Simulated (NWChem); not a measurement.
Program: NWChem. System: CH3AlCl, charge 1, spin multiplicity 1, displaced from the optimised geometry. The structure started from a generated list of species. Level: RHF/cc-pVDZ, spin-restricted.

The NWChem input:

```
start mol
memory heap 200 mb stack 800 mb global 1000 mb
charge 1
geometry units angstroms nocenter noautoz noautosym
  Al     0.052808    -0.410357     0.000000
  C      0.292924    -2.310651     0.000000
  H      0.854635    -2.604695     0.901837
  H      0.854635    -2.604695    -0.901837
  H     -1.683278    -3.288409     0.000000
  Cl    -0.203420     1.600439     0.000000
end
basis spherical
  * library cc-pvdz
end
scf
  rhf
  nopen 0
  maxiter 100
  thresh 1e-7
  semidirect memsize 60000000 filesize 0
end
task scf energy
```

Output (cleaned and shortened):

```
             Northwest Computational Chemistry Package (NWChem) 7.3.0
             --------------------------------------------------------

                                NWChem Input Module
                                -------------------

 Scaling coordinates for geometry "geometry" by  1.889725989
 (inverse scale =  0.529177249)

                             Geometry "geometry" -> ""
                             -------------------------

 Output coordinates in angstroms (scale by  1.889725989 to convert to a.u.)

  No.       Tag          Charge          X              Y              Z
 ---- ---------------- ---------- -------------- -------------- --------------
    1 Al                  13.0000     0.05280800    -0.41035700     0.00000000
    2 C                    6.0000     0.29292400    -2.31065100     0.00000000
    3 H                    1.0000     0.85463500    -2.60469500     0.90183700
    4 H                    1.0000     0.85463500    -2.60469500    -0.90183700
    5 H                    1.0000    -1.68327800    -3.28840900     0.00000000
    6 Cl                  17.0000    -0.20342000     1.60043900     0.00000000

 Effective nuclear repulsion energy (a.u.)     114.1728650642

            Nuclear Dipole moment (a.u.)
            ----------------------------
        X                 Y               Z
 ---------------- ---------------- ----------------
    -1.8672382493    -0.9238549105     0.0000000000


 Summary of "ao basis" -> "" (spherical)
 ------------------------------------------------------------------------------
       Tag                 Description            Shells   Functions and Types
 ---------------- ------------------------------  ------  ---------------------
 *                          cc-pvdz                   on all atoms

 Summary of "ao basis" -> "ao basis" (spherical)
 ------------------------------------------------------------------------------
       Tag                 Description            Shells   Functions and Types
 ---------------- ------------------------------  ------  ---------------------
 Al                         cc-pvdz                  8       18   4s3p1d
[...]
 Vector   19  Occ=2.000000D+00  E=-5.625087D-01
              MO Center= -5.9D-01, -2.6D+00,  8.6D-14, r^2= 2.5D+00
   Bfn.  Coefficient  Atom+Function         Bfn.  Coefficient  Atom+Function
  ----- ------------  ---------------      ----- ------------  ---------------
    43      0.300171  5 H  s                 44      0.298966  5 H  s
    25     -0.267547  2 C  px                22     -0.262950  2 C  px
    23     -0.202776  2 C  py                26     -0.170244  2 C  py

 Vector   20  Occ=0.000000D+00  E=-2.028026D-01
              MO Center= -3.0D-01, -2.0D+00, -2.2D-14, r^2= 5.2D+00
   Bfn.  Coefficient  Atom+Function         Bfn.  Coefficient  Atom+Function
  ----- ------------  ---------------      ----- ------------  ---------------
    44      0.510268  5 H  s                  4      0.459909  1 Al s
    21     -0.364516  2 C  s                 43      0.299733  5 H  s
    11      0.264285  1 Al px                25      0.243968  2 C  px
     8      0.222714  1 Al px                22      0.206692  2 C  px

 Vector   21  Occ=0.000000D+00  E=-1.446658D-01
              MO Center= -6.2D-01, -5.9D-01, -2.9D-12, r^2= 3.9D+00
   Bfn.  Coefficient  Atom+Function         Bfn.  Coefficient  Atom+Function
  ----- ------------  ---------------      ----- ------------  ---------------
     4      0.909194  1 Al s                 21     -0.345562  2 C  s
    11     -0.330919  1 Al px                51     -0.313679  6 Cl s
    59      0.275539  6 Cl py                26     -0.248067  2 C  py
    23     -0.222784  2 C  py                 8     -0.219681  1 Al px
    44     -0.219843  5 H  s                 56      0.198561  6 Cl py

 Vector   22  Occ=0.000000D+00  E=-1.389786D-01
              MO Center=  3.4D-02, -3.7D-01,  2.7D-12, r^2= 4.3D+00
   Bfn.  Coefficient  Atom+Function         Bfn.  Coefficient  Atom+Function
  ----- ------------  ---------------      ----- ------------  ---------------
    13      0.775145  1 Al pz                10      0.430219  1 Al pz
    60     -0.283926  6 Cl pz                57     -0.167146  6 Cl pz
    34     -0.161065  3 H  s                 39      0.161065  4 H  s

 center of mass
 --------------
 x =  -0.05271521 y =   0.21116489 z =   0.00000000

 moments of inertia (a.u.)
 ------------------
         655.053483453251          66.992251403688           0.000000000000
          66.992251403688          30.208260471714           0.000000000000
           0.000000000000           0.000000000000         673.553307862502

  Mulliken analysis of the total density
  --------------------------------------

    Atom       Charge   Shell Charges
 -----------   ------   -------------------------------------------------------
    1 Al  13    12.15   2.00  2.01  0.73  0.23  6.00  0.75  0.11  0.32
    2 C    6     6.31   2.00  0.65  0.58  1.82  1.24  0.02
    3 H    1     0.84   0.71  0.10  0.03
    4 H    1     0.84   0.71  0.10  0.03
    5 H    1     0.83   0.38  0.45  0.00
    6 Cl  17    17.02   2.00  2.01  0.95  0.94  6.00  3.04  2.06  0.02

       Multipole analysis of the density wrt the origin
       ------------------------------------------------

     L   x y z        total         open         nuclear
     -   - - -        -----         ----         -------
     0   0 0 0      1.000000      0.000000     39.000000

     1   1 0 0      0.065712      0.000000     -1.867238
     1   0 1 0     -1.737384      0.000000     -0.923855
     1   0 0 1     -0.000000      0.000000      0.000000

     2   2 0 0    -18.071808      0.000000     19.814984
     2   1 1 0      1.075465      0.000000    -31.404458
     2   1 0 1      0.000000      0.000000      0.000000
     2   0 2 0    -14.509936      0.000000    364.784742
     2   0 1 1     -0.000000      0.000000      0.000000
     2   0 0 2    -19.778697      0.000000      5.808764

 Task  times  cpu:        4.8s     wall:        4.8s

 Total times  cpu:        4.9s     wall:        4.9s
```
